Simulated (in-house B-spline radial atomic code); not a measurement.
Results of a calculation; reference values are marked as such.
Weak and strong correlation along the adiabatic connection

Two-electron singlets in several external potentials (atomic units), by full CI in B-splines with partial waves to l = 8 (correlation energies up to 0.6 % small). The repulsion is scaled by λ at fixed density; W(λ) is the mean repulsion less the Hartree energy, W(0) = E_x, and the area under W from 0 to 1 is E_xc.

One system gave this curve:

| λ | W (hartree) |
| --- | --- |
| 0 | -0.28742 |
| 0.02 | -0.28945 |
| 0.05 | -0.29236 |
| 0.12 | -0.29864 |
| 0.25 | -0.30858 |
| 0.4 | -0.31785 |
| 0.6 | -0.32753 |
| 0.8 | -0.33502 |
| 1 | -0.34099 |
| 1.4 | -0.34987 |
| 2 | -0.35874 |
| 3 | -0.36778 |
| 4.5 | -0.3756 |
| 7 | -0.38282 |
| 10 | -0.38776 |

(1) Which system is it?
A. −V exp(−r²/w²), V = 21.6, w = 3.07
B. −Z exp(−kr)/r, Z = 6.4, k = 1.38
C. ω²r²/2, ω = 0.173
D. −Z/r, Z = 0.75, wall at 1 bohr

## Answers

(1) C. The exchange energy sets the size: ω²r²/2, ω = 0.173: E_x = -0.287, E_c = -0.0328; −Z exp(−kr)/r, Z = 6.4, k = 1.38: E_x = -3.63, E_c = -0.0453; −Z/r, Z = 0.75, wall at 1 bohr: E_x = -1.84, E_c = -0.0485; −V exp(−r²/w²), V = 21.6, w = 3.07: E_x = -1.08, E_c = -0.0432 hartree.
